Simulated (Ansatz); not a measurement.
Calculated with Ansatz (gas phase, PBE0-D4/def2-TZVP geometries, no zero-point term in ΔE). CCSD(T)/CBS adds triple-zeta CCSD(T) − MP2 to the extrapolated MP2 energy (def2 sets, frozen cores). Functionals use def2-TZVPP. B3LYP here is the variant with VWN-RPA as its local correlation; programs differ in this. For Br, Ga outer-core shells are correlated without core-valence functions, which leaves a few kJ/mol of doubt a bond. Scalar relativity is left out up to krypton. Each species was taken in one conformer, which may not be the lowest.

Reaction (cleavage of the Si–Ga bond): `[F][GaH][SiH3]` + `N[SiH](F)Br` → `F[SiH](Br)N[SiH3]` + `[F][GaH2]`

```json
{"level": "PBE-D4", "ΔE (kcal/mol)": "-3.7", "difference from CCSD(T)/CBS": "4.2"}
{"level": "PBE0-D4", "ΔE (kcal/mol)": "-5.2", "difference from CCSD(T)/CBS": "2.7"}
{"level": "ωB97X-V", "ΔE (kcal/mol)": "-7.9", "difference from CCSD(T)/CBS": "0.0"}
{"level": "ωB97M-V", "ΔE (kcal/mol)": "-8.4", "difference from CCSD(T)/CBS": "-0.5"}
{"level": "B2PLYP", "ΔE (kcal/mol)": "-7.9", "difference from CCSD(T)/CBS": "0.0"}
{"level": "PBE", "ΔE (kcal/mol)": "-3.0", "difference from CCSD(T)/CBS": "4.9"}
{"level": "r2SCAN", "ΔE (kcal/mol)": "-6.4", "difference from CCSD(T)/CBS": "1.5"}
{"level": "PBE0", "ΔE (kcal/mol)": "-4.6", "difference from CCSD(T)/CBS": "3.3"}
{"level": "B3LYP", "ΔE (kcal/mol)": "-6.2", "difference from CCSD(T)/CBS": "1.7"}
{"level": "MP2/def2-TZVPP", "ΔE (kcal/mol)": "-10.1", "difference from CCSD(T)/CBS": "-2.2"}
{"level": "SCS-MP2/def2-TZVPP", "ΔE (kcal/mol)": "-10.5", "difference from CCSD(T)/CBS": "-2.6"}
{"level": "CCSD/def2-TZVPP", "ΔE (kcal/mol)": "-8.6", "difference from CCSD(T)/CBS": "-0.7"}
{"level": "CCSD(T)/def2-TZVPP", "ΔE (kcal/mol)": "-8.4", "difference from CCSD(T)/CBS": "-0.5"}
{"level": "HF/def2-QZVPP", "ΔE (kcal/mol)": "-11.4", "difference from CCSD(T)/CBS": "-3.5"}
{"level": "MP2/def2-QZVPP", "ΔE (kcal/mol)": "-10.0", "difference from CCSD(T)/CBS": "-2.1"}
{"level": "SCS-MP2/def2-QZVPP", "ΔE (kcal/mol)": "-10.4", "difference from CCSD(T)/CBS": "-2.5"}
{"level": "CCSD(T)/CBS", "ΔE (kcal/mol)": "-7.9", "difference from CCSD(T)/CBS": "0"}
```

Largest T1 diagnostic among the species: 0.014.

From PBE to PBE0 (25 % exact exchange), in def2-TZVPP and without D4, ΔE moves by −1.6 kcal/mol. In def2-TZVPP, CCSD(T) changes the Hartree–Fock value by +2.5 kcal/mol (the triples alone add +0.2 kcal/mol) and MP2 by +0.8 kcal/mol.
